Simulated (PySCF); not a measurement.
Species: N-formylpyrrolidine, C5H9NO.
Numbering: `[O:1]=[CH:2][N:3]1[CH2:4][CH2:5][CH2:6][CH2:7]1` (hydrogens: H8 on C2; H9, H10 on C4; H11, H12 on C5; H13, H14 on C6; H15, H16 on C7)

The same species was optimised twice, with GFN2-xTB and with PBE0-D3(BJ)/def2-SVP (PySCF), and the same property calculations (PySCF, gas phase) were run on both structures.

```tsv
coordinate	GFN2-xTB	PBE0-D3(BJ)/def2-SVP	change
C2–N3 (Å)	1.337	1.351	+0.014
N3–C7 (Å)	1.450	1.454	+0.004
O1=C2 (Å)	1.209	1.212	+0.003
C6–C7 (Å)	1.528	1.526	-0.002
C5–C6 (Å)	1.529	1.528	-0.001
N3–C4 (Å)	1.454	1.455	+0.001
C4–C5 (Å)	1.525	1.526	+0.001
C4–N3–C7 (°)	112.1	112.9	+0.8
N3–C7–C6 (°)	103.7	103.0	-0.7
N3–C4–C5 (°)	103.9	103.2	-0.7
C2–N3–C7 (°)	125.6	125.1	-0.5
C4–C5–C6 (°)	102.6	103.1	+0.5
O1–C2–N3 (°)	125.1	124.7	-0.4
C5–C6–C7 (°)	102.7	102.9	+0.2
C2–N3–C4 (°)	122.2	122.0	-0.2
O1–C2–N3–C4 (°)	0	1	+1
```

Rotational constants: A = 6276, B = 1964, C = 1577 MHz (GFN2-xTB) against A = 6208, B = 1958, C = 1569 MHz (PBE0-D3(BJ)/def2-SVP). Point groups within 0.08 Å: C1 and C1.

On the GFN2-xTB structure: HOMO (eV) -6.91 [PBE0/pcSseg-1]; LUMO (eV) 0.68 [PBE0/pcSseg-1]; dipole (D) 4.55 [PBE0/pcSseg-1]; GIAO shielding of O1 (ppm) -104.3 [PBE0/pcSseg-1]; GIAO shielding of C2 (ppm) 25.6 [PBE0/pcSseg-1]; GIAO shielding of N3 (ppm) 125.1 [PBE0/pcSseg-1]; GIAO shielding of C4/C7 (mean) (ppm) 140.0 [PBE0/pcSseg-1]; GIAO shielding of C5/C6 (mean) (ppm) 158.3 [PBE0/pcSseg-1].

Q: What do these properties become on the PBE0-D3(BJ)/def2-SVP structure?

A: 
| property | level | on GFN2-xTB | on PBE0-D3(BJ)/def2-SVP | change |
| --- | --- | --- | --- | --- |
| HOMO (eV) | PBE0/pcSseg-1 | -6.91 | -6.91 | 0.00 |
| LUMO (eV) | PBE0/pcSseg-1 | 0.68 | 0.59 | -0.09 |
| dipole (D) | PBE0/pcSseg-1 | 4.55 | 4.46 | -0.09 |
| energy, GFN2-xTB geometry as zero (kcal/mol) | PBE0/pcSseg-1 | 0.0 | -0.3 | -0.3 |
| GIAO shielding of O1 (ppm) | PBE0/pcSseg-1 | -104.3 | -113.9 | -9.6 |
| GIAO shielding of C2 (ppm) | PBE0/pcSseg-1 | 25.6 | 23.5 | -2.1 |
| GIAO shielding of N3 (ppm) | PBE0/pcSseg-1 | 125.1 | 121.3 | -3.8 |
| GIAO shielding of C4/C7 (mean) (ppm) | PBE0/pcSseg-1 | 140.0 | 139.0 | -1.0 |
| GIAO shielding of C5/C6 (mean) (ppm) | PBE0/pcSseg-1 | 158.3 | 156.7 | -1.6 |

The heavy atoms differ by 0.010 Å rms after alignment. Among bonds between heavy atoms C2–N3 changes most (+0.014 Å). Changes are differences of the printed values. Neither structure is proved a minimum here.
